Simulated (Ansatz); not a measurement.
`CC(C)[Si](Cl)(Cl)Cl`, 14 atoms. The species carries charge 0 and has multiplicity 1. Hardware: A = 2 threads of an AMD EPYC 7R13 on a shared host; B = 2 threads of an AMD EPYC 7R13 on a shared host and a share of an NVIDIA H100 80 GB. Correlated methods freeze the cores. Open-shell runs search over several starts.

Question: Give the basis size and wall time and peak host memory of each of these runs in Ansatz. UKS ωB97M-V/def2-TZVPP energy of the cation [B]; UKS ωB97X-V/def2-TZVPP energy of the cation [B]; RKS PBE0-D4/def2-SVP energy [A]; RKS PBE0-D4/def2-QZVPP energy [B]; UKS B3LYP-D4/def2-TZVPP energy of the cation [B]; RHF-MP2/def2-QZVPP energy [B]; UHF-CCSD(T)/def2-TZVPP energy of the cation [B]; RKS LC-ωPBE/def2-TZVPP energy [B]; UHF-MP2/def2-QZVPP energy of the cation [B]; RKS PBE0-D4/def2-TZVP frequencies [B]; RHF-CCSD(T)/def2-SVP energy [B]; RHF-CCSD(T)/def2-TZVPP energy [B]. (Best estimate.)

Answer: The calculation gave: Other jobs shared the machine, so times are rough.

```tsv
level	job	functions	wall time	peak host memory (GiB)
RKS PBE0-D4/def2-SVP	energy [A]	149	3.9 s	0.85
RHF-CCSD(T)/def2-SVP	energy [B]	149	12 s	0.85
RHF-MP2/def2-QZVPP	energy [B]	661	13 s	1.2
RKS LC-ωPBE/def2-TZVPP	energy [B]	359	16 s	0.89
RKS PBE0-D4/def2-QZVPP	energy [B]	661	19 s	1.2
UKS ωB97M-V/def2-TZVPP	energy of the cation [B]	359	19 s	1.2
UKS ωB97X-V/def2-TZVPP	energy of the cation [B]	359	21 s	1.1
RHF-CCSD(T)/def2-TZVPP	energy [B]	359	21 s	0.86
UKS B3LYP-D4/def2-TZVPP	energy of the cation [B]	359	21 s	0.97
UHF-MP2/def2-QZVPP	energy of the cation [B]	661	47 s	1.4
RKS PBE0-D4/def2-TZVP	frequencies [B]	283	2.4 min	0.97
UHF-CCSD(T)/def2-TZVPP	energy of the cation [B]	359	3 min	1.6
```

B3LYP here is the variant with VWN-RPA as its local correlation; programs differ in this. LC-ωPBE has ω = 0.4 bohr⁻¹.
